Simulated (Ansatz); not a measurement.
Program: Ansatz. Geometries: PBE0-D4/def2-TZVP. ΔE: electronic, gas phase. CBS: MP2 limit from def2 TZ/QZ plus the TZ coupled-cluster correction, frozen cores. This one scheme is used for every species. Functionals use def2-TZVPP. B3LYP here is the variant with VWN-RPA as its local correlation; programs differ in this. HSE06 is defined as in plane-wave codes. Each species was taken in one conformer, which may not be the lowest.

Reaction (hydrogenolysis of the Si–C bond): `C[SiH2]C=N` + H₂ → `N=C[SiH3]` + CH₄

`C[SiH2]C=N`:

```xyz
11

C     0.080    1.627    0.409
Si    0.658   -0.138    0.203
C    -0.801   -1.300   -0.118
N    -0.970   -2.024   -1.148
H     0.927    2.291    0.597
H    -0.435    1.975   -0.488
H    -0.609    1.713    1.253
H     1.373   -0.586    1.431
H     1.566   -0.282   -0.970
H    -1.595   -1.366    0.638
H    -0.193   -1.912   -1.805
```

H₂:

Z-matrix (Å, degrees):
```
H
H 1 0.746
```

`N=C[SiH3]`:

```xyz
8

N    -1.247    1.098   -0.414
C    -0.428    0.543    0.381
Si    0.732   -0.804   -0.260
H    -1.812    1.805    0.062
H    -0.368    0.821    1.445
H     0.490   -2.055    0.508
H     2.139   -0.385   -0.017
H     0.494   -1.023   -1.705
```

CH₄:

```xyz
5

C     0.000    0.000    0.000
H    -0.416   -0.838    0.559
H    -0.518    0.093   -0.954
H     1.061   -0.173   -0.178
H    -0.128    0.918    0.573
```

```
             level  ΔE (kJ/mol)  difference from CCSD(T)/CBS
       LDA (SPW92)        -19.1                          3.8
            PBE-D4        -19.9                          3.0
         revPBE-D4        -16.5                          6.4
           BLYP-D4        -23.7                         -0.8
         r2SCAN-D4        -20.8                          2.1
            B97M-V        -27.4                         -4.5
           PBE0-D4        -22.9                          0.0
          B3LYP-D4        -26.5                         -3.6
        r2SCANh-D4        -21.8                          1.1
        r2SCAN0-D4        -23.3                         -0.4
          HSE06-D4        -23.0                         -0.1
      CAM-B3LYP-D4        -28.9                         -6.0
           ωB97X-V        -25.4                         -2.5
           ωB97M-V        -23.0                         -0.1
            B2PLYP        -29.5                         -6.6
          PBE-QIDH        -24.6                         -1.7
            revPBE        -27.6                         -4.7
              BLYP        -33.7                        -10.8
            r2SCAN        -22.2                          0.7
             B3LYP        -34.3                        -11.4
           r2SCAN0        -24.9                         -2.0
             HSE06        -27.1                         -4.2
             BHLYP        -37.1                        -14.2
         CAM-B3LYP        -33.4                        -10.5
           LC-ωPBE        -26.9                         -4.0
RPA@PBE/def2-TZVPP        -27.3                         -4.4
       HF/def2-SVP        -56.0                        -33.1
      MP2/def2-SVP        -34.2                        -11.3
     CCSD/def2-SVP        -43.0                        -20.1
  CCSD(T)/def2-SVP        -40.0                        -17.1
     HF/def2-TZVPP        -47.3                        -24.4
    MP2/def2-TZVPP        -20.2                          2.7
SCS-MP2/def2-TZVPP        -26.6                         -3.7
   CCSD/def2-TZVPP        -29.6                         -6.7
CCSD(T)/def2-TZVPP        -25.4                         -2.5
     HF/def2-QZVPP        -47.1                        -24.2
SCS-MP2/def2-QZVPP        -25.1                         -2.2
      HF/CBS(def2)        -47.0                        -24.1
     MP2/CBS(def2)        -17.8                          5.1
    CCSD/CBS(def2)        -27.2                         -4.3
       CCSD(T)/CBS        -22.9                            0
```

Largest T1 diagnostic among the species: 0.012.

At CCSD(T), def2-SVP lies −17.1 kJ/mol from the extrapolated value and def2-TZVPP −2.4 kJ/mol. The D4 term adds +7.7 kJ/mol with B3LYP and +4.3 kJ/mol with PBE0; it sums over pairs of atoms, weighted by their polarisabilities, and B3LYP, whose exchange is more repulsive, gets the larger term.
